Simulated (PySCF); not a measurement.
CH$_{3}$Be (SMILES [Be+][CH3]), charge +1, singlet, geometry from GFN2-xTB (such geometries of metal compounds can be far from the true shape). Base run: WB97X/def2-TZVP in PySCF.

Input for PySCF:
```python
from pyscf import gto, scf, dft

mol = gto.M(
    atom='''
Be   -0.877592   -0.538544   -0.725623
C     0.278447    0.170872    0.230229
H     0.879463   -0.519777    0.850111
H    -0.093948    0.898538    0.974739
H     1.054174    0.750185   -0.303732
''',
    basis='def2-tzvp',
    charge=1,
    spin=0,
    verbose=4,
)

mf = dft.RKS(mol)
mf.xc = 'wb97x'
mf.kernel()
```

Each row names what was changed in the base input (with any setting that the change needs).

```json
[
 {"change": "base", "ΔE vs base (µEh)": "0.0", "grid points": "57264", "electrons on the grid": "11.99999"},
 {"change": "grids.prune = dft.gen_grid.sg1_prune", "ΔE vs base (µEh)": "-15.6", "grid points": "25480", "electrons on the grid": "11.99997"},
 {"change": "grids.level = 7", "ΔE vs base (µEh)": "8.2", "grid points": "320992", "electrons on the grid": "12.00000"},
 {"change": "grids.level = 2", "ΔE vs base (µEh)": "2.2", "grid points": "38352", "electrons on the grid": "11.99998"},
 {"change": "grids.atom_grid = (50, 194)", "ΔE vs base (µEh)": "-3.0", "grid points": "32952", "electrons on the grid": "11.99995"},
 {"change": "grids.atom_grid = (150, 974)", "ΔE vs base (µEh)": "8.3", "grid points": "403824", "electrons on the grid": "12.00000"},
 {"change": "grids.radi_method = delley", "ΔE vs base (µEh)": "2.5", "grid points": "60576", "electrons on the grid": "11.99999"},
 {"change": "small_rho_cutoff = 0", "ΔE vs base (µEh)": "0.0", "grid points": "57264", "electrons on the grid": "11.99999"},
 {"change": "grids.atom_grid = (30, 110)", "ΔE vs base (µEh)": "168", "grid points": "12312", "electrons on the grid": "12.00035"},
 {"change": "grids.level = 5", "ΔE vs base (µEh)": "8.4", "grid points": "155712", "electrons on the grid": "12.00000"},
 {"change": "grids.level = 4", "ΔE vs base (µEh)": "10.4", "grid points": "103608", "electrons on the grid": "12.00000"}
]
```
